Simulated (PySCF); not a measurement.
Radial density of Cl⁺ (chlorine, charge +1)

B2PLYP, [Ne] 3s2 3p3 3d1, high-spin 5D determinant (an excited configuration). Calculation: PySCF 2.14, in aug-cc-pVDZ-DK; the spin-free X2C one-electron Hamiltonian (Gaussian nucleus).

```json
{"r (bohr)": "0.00127", "4πr²ρ (e/bohr)": "0.07742", "4πr²(ρα − ρβ)": "0.0000"}
{"r (bohr)": "0.00213", "4πr²ρ (e/bohr)": "0.2068", "4πr²(ρα − ρβ)": "0.0000"}
{"r (bohr)": "0.00358", "4πr²ρ (e/bohr)": "0.5281", "4πr²(ρα − ρβ)": "0.0000"}
{"r (bohr)": "0.00603", "4πr²ρ (e/bohr)": "1.321", "4πr²(ρα − ρβ)": "0.0001"}
{"r (bohr)": "0.0101", "4πr²ρ (e/bohr)": "3.149", "4πr²(ρα − ρβ)": "0.0003"}
{"r (bohr)": "0.0171", "4πr²ρ (e/bohr)": "6.882", "4πr²(ρα − ρβ)": "0.0010"}
{"r (bohr)": "0.0287", "4πr²ρ (e/bohr)": "12.90", "4πr²(ρα − ρβ)": "0.0038"}
{"r (bohr)": "0.0482", "4πr²ρ (e/bohr)": "18.76", "4πr²(ρα − ρβ)": "0.0178"}
{"r (bohr)": "0.0811", "4πr²ρ (e/bohr)": "18.42", "4πr²(ρα − ρβ)": "0.0766"}
{"r (bohr)": "0.136", "4πr²ρ (e/bohr)": "13.39", "4πr²(ρα − ρβ)": "0.2531"}
{"r (bohr)": "0.230", "4πr²ρ (e/bohr)": "16.71", "4πr²(ρα − ρβ)": "0.4576"}
{"r (bohr)": "0.386", "4πr²ρ (e/bohr)": "17.83", "4πr²(ρα − ρβ)": "0.2068"}
{"r (bohr)": "0.650", "4πr²ρ (e/bohr)": "6.137", "4πr²(ρα − ρβ)": "0.1807"}
{"r (bohr)": "1.09", "4πr²ρ (e/bohr)": "3.780", "4πr²(ρα − ρβ)": "1.9281"}
{"r (bohr)": "1.84", "4πr²ρ (e/bohr)": "2.978", "4πr²(ρα − ρβ)": "2.0455"}
{"r (bohr)": "3.09", "4πr²ρ (e/bohr)": "0.5445", "4πr²(ρα − ρβ)": "0.4777"}
{"r (bohr)": "5.20", "4πr²ρ (e/bohr)": "0.007885", "4πr²(ρα − ρβ)": "0.0078"}
{"r (bohr)": "8.74", "4πr²ρ (e/bohr)": "2.105e-05", "4πr²(ρα − ρβ)": "0.0000"}
```

Densities and radii are taken from the X2C orbitals without a picture-change correction, which distorts them close to the nucleus.

The outer electron is Rydberg-like, and this basis confines it to a smaller radius and binds it less than a complete one would.
